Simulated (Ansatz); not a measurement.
Born–Oppenheimer molecular dynamics of F3H2HfN (7 atoms, charge 0, multiplicity 1). It starts from a relaxed structure.

Method: RKS LDA/def2-SVP (Ansatz).

```yaml
ensemble: NVT, Nosé–Hoover chain
time_step: 0.25 fs
steps_asked: 300
set_temperature: 300 K
thermostat: time constant 100 fs, chain length 5
seed: 363622
```

First frame:

```xyz
7
Properties=species:S:1:pos:R:3
Hf 0.019 0.000 -0.034
F 0.047 0.001 1.873
N 1.911 0.000 -0.706
H 2.484 -0.836 -0.882
H 2.487 0.835 -0.874
F -0.781 1.619 -0.637
F -0.781 -1.619 -0.638
```

Problem. How far do the bonds stretch over the last three quarters of this one trajectory? (Pairs bonded in most of those frames.)

Solution. 
```
  bond  mean (Å)  spread (Å)  shortest  longest
Hf1–F2     1.907       0.031      1.86     1.95
Hf1–N3     2.004       0.035      1.95     2.05
Hf1–F6     1.909       0.035      1.86     1.96
Hf1–F7     1.911       0.006      1.90     1.92
 N3–H4     1.028       0.009      1.01     1.04
 N3–H5     1.030       0.017      1.00     1.06
```

Mean temperature of the second half: 120 K. The conserved energy stayed within 0.019 meV per atom of its start (net change 0.016 meV per atom), so the integration is sound. The mean temperature of the second half is 60 % below the set value. A run of 0.075 ps of so small a system gives no equilibrium averages.

Time of the run: 11 min on 1 thread of Arm Neoverse V1 (shared host), peak memory 0.17 GiB.
